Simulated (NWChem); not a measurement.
All runs are NWChem calculations. System: H2Te, charge 0, spin multiplicity 1, displaced from the optimised geometry.

The NWChem input:

```
start mol
memory heap 200 mb stack 900 mb global 1100 mb
geometry units angstroms nocenter noautoz noautosym
  Te     0.000000     0.000000     0.044132
  H     -2.961172     0.000000    -2.934789
  H      1.184469     0.000000    -1.147436
end
basis spherical
  * library def2-svp
end
ecp
  Te library def2-ecp
end
dft
  xc b3lyp
  semidirect memsize 60000000 filesize 0
  iterations 100
end
task dft energy
```

The output up to the point where the run's verdict is printed (cleaned and shortened):

```
             Northwest Computational Chemistry Package (NWChem) 7.3.0
             --------------------------------------------------------

                                NWChem Input Module
                                -------------------

 Scaling coordinates for geometry "geometry" by  1.889725989
 (inverse scale =  0.529177249)

                             Geometry "geometry" -> ""
                             -------------------------

 Output coordinates in angstroms (scale by  1.889725989 to convert to a.u.)

  No.       Tag          Charge          X              Y              Z
 ---- ---------------- ---------- -------------- -------------- --------------
    1 Te                  52.0000     0.00000000     0.00000000     0.04413200
    2 H                    1.0000    -2.96117200     0.00000000    -2.93478900
    3 H                    1.0000     1.18446900     0.00000000    -1.14743600

 Effective nuclear repulsion energy (a.u.)      23.0466007960

            Nuclear Dipole moment (a.u.)
            ----------------------------
        X                 Y               Z
 ---------------- ---------------- ----------------
    -3.3574818331     0.0000000000    -3.3776225327


 Summary of "ao basis" -> "" (spherical)
 ------------------------------------------------------------------------------
       Tag                 Description            Shells   Functions and Types
 ---------------- ------------------------------  ------  ---------------------
 *                          def2-svp                  on all atoms

                                 NWChem DFT Module
                                 -----------------

 Summary of "ao basis" -> "ao basis" (spherical)
 ------------------------------------------------------------------------------
       Tag                 Description            Shells   Functions and Types
 ---------------- ------------------------------  ------  ---------------------
 Te                         def2-svp                10       26   4s4p2d
 H                          def2-svp                 3        5   2s1p

 Summary of "ao basis" -> "ao basis" (spherical)
[...]
 d= 0,ls=0.5,diis    52   -269.1135416325 -1.48D-03  5.67D-04  2.07D-02     6.7
 d= 0,ls=0.5,diis    53   -269.1150160370 -1.47D-03  5.76D-04  1.67D-02     6.8
 d= 0,ls=0.5,diis    54   -269.1163176736 -1.30D-03  5.20D-04  1.33D-02     6.9
 d= 0,ls=0.5,diis    55   -269.1173507922 -1.03D-03  4.56D-04  1.07D-02     7.1
 d= 0,ls=0.5,diis    56   -269.1180907002 -7.40D-04  4.12D-04  8.91D-03     7.2
 d= 0,ls=0.5,diis    57   -269.1186671232 -5.76D-04  3.71D-04  7.53D-03     7.3
 d= 0,ls=0.5,diis    58   -269.1191087898 -4.42D-04  3.39D-04  6.50D-03     7.4
 d= 0,ls=0.5,diis    59   -269.1194651802 -3.56D-04  3.17D-04  5.64D-03     7.5
 d= 0,ls=0.5,diis    60   -269.1197449583 -2.80D-04  3.01D-04  5.00D-03     7.6
 d= 0,ls=0.5,diis    61   -269.1199748104 -2.30D-04  3.14D-04  4.48D-03     7.8
 d= 0,ls=0.5,diis    62   -269.1201872168 -2.12D-04  3.03D-04  3.98D-03     7.9
 d= 0,ls=0.5,diis    63   -269.1203779609 -1.91D-04  2.88D-04  3.55D-03     8.0
 d= 0,ls=0.5,diis    64   -269.1205426475 -1.65D-04  3.59D-04  3.17D-03     8.2
 d= 0,ls=0.5,diis    65   -269.1207351112 -1.92D-04  3.62D-04  2.74D-03     8.3
 d= 0,ls=0.5,diis    66   -269.1209181578 -1.83D-04  3.09D-04  2.33D-03     8.4
 d= 0,ls=0.5,diis    67   -269.1210641160 -1.46D-04  2.68D-04  1.99D-03     8.5
 d= 0,ls=0.5,diis    68   -269.1211777726 -1.14D-04  2.56D-04  1.75D-03     8.6
 d= 0,ls=0.5,diis    69   -269.1212760026 -9.82D-05  2.81D-04  1.54D-03     8.7
 d= 0,ls=0.5,diis    70   -269.1213850517 -1.09D-04  2.62D-04  1.31D-03     8.8
 d= 0,ls=0.5,diis    71   -269.1214780794 -9.30D-05  2.48D-04  1.11D-03     9.0
 d= 0,ls=0.5,diis    72   -269.1215560764 -7.80D-05  2.40D-04  9.48D-04     9.1
 d= 0,ls=0.5,diis    73   -269.1216269989 -7.09D-05  2.30D-04  8.07D-04     9.2
 d= 0,ls=0.5,diis    74   -269.1216841245 -5.71D-05  2.21D-04  6.97D-04     9.3
 d= 0,ls=0.5,diis    75   -269.1217331573 -4.90D-05  2.28D-04  6.06D-04     9.4
 d= 0,ls=0.5,diis    76   -269.1217729204 -3.98D-05  2.11D-04  5.43D-04     9.5
 d= 0,ls=0.5,diis    77   -269.1218099692 -3.70D-05  2.25D-04  4.79D-04     9.6
 d= 0,ls=0.5,diis    78   -269.1218434144 -3.34D-05  2.17D-04  4.31D-04     9.7
 d= 0,ls=0.5,diis    79   -269.1218741069 -3.07D-05  2.04D-04  3.85D-04     9.9
 d= 0,ls=0.5,diis    80   -269.1219019731 -2.79D-05  2.07D-04  3.41D-04    10.0
 d= 0,ls=0.5,diis    81   -269.1219272514 -2.53D-05  1.91D-04  3.06D-04    10.1
 d= 0,ls=0.5,diis    82   -269.1219523671 -2.51D-05  2.20D-04  2.65D-04    10.2
 d= 0,ls=0.5,diis    83   -269.1219760734 -2.37D-05  1.93D-04  2.38D-04    10.3
 d= 0,ls=0.5,diis    84   -269.1219982310 -2.22D-05  1.81D-04  2.03D-04    10.4
 d= 0,ls=0.5,diis    85   -269.1220175001 -1.93D-05  1.74D-04  1.73D-04    10.6
 d= 0,ls=0.5,diis    86   -269.1220339435 -1.64D-05  1.60D-04  1.51D-04    10.7
 d= 0,ls=0.5,diis    87   -269.1220482323 -1.43D-05  1.62D-04  1.32D-04    10.8
 d= 0,ls=0.5,diis    88   -269.1220605070 -1.23D-05  1.63D-04  1.19D-04    10.9
 d= 0,ls=0.5,diis    89   -269.1220714039 -1.09D-05  1.50D-04  1.10D-04    11.1
 d= 0,ls=0.5,diis    90   -269.1220817123 -1.03D-05  1.76D-04  9.82D-05    11.2
 d= 0,ls=0.5,diis    91   -269.1220909373 -9.23D-06  1.80D-04  9.63D-05    11.3
 d= 0,ls=0.5,diis    92   -269.1221001744 -9.24D-06  1.69D-04  9.24D-05    11.4
 d= 0,ls=0.5,diis    93   -269.1221092427 -9.07D-06  1.32D-04  8.44D-05    11.5
 d= 0,ls=0.5,diis    94   -269.1221179658 -8.72D-06  1.38D-04  6.65D-05    11.6
 d= 0,ls=0.5,diis    95   -269.1221248311 -6.87D-06  1.42D-04  6.17D-05    11.7
 d= 0,ls=0.5,diis    96   -269.1221311314 -6.30D-06  1.40D-04  5.83D-05    11.9
 d= 0,ls=0.5,diis    97   -269.1221374733 -6.34D-06  1.30D-04  5.32D-05    12.0
 d= 0,ls=0.5,diis    98   -269.1221434385 -5.97D-06  1.26D-04  4.67D-05    12.1
 d= 0,ls=0.5,diis    99   -269.1221488679 -5.43D-06  1.13D-04  4.14D-05    12.2
 d= 0,ls=0.5,diis   100   -269.1221537479 -4.88D-06  1.06D-04  3.51D-05    12.3
```

Convergence was not reached. The next line reads: Calculation failed to converge. NWChem stopped with the message: dft energy failed.
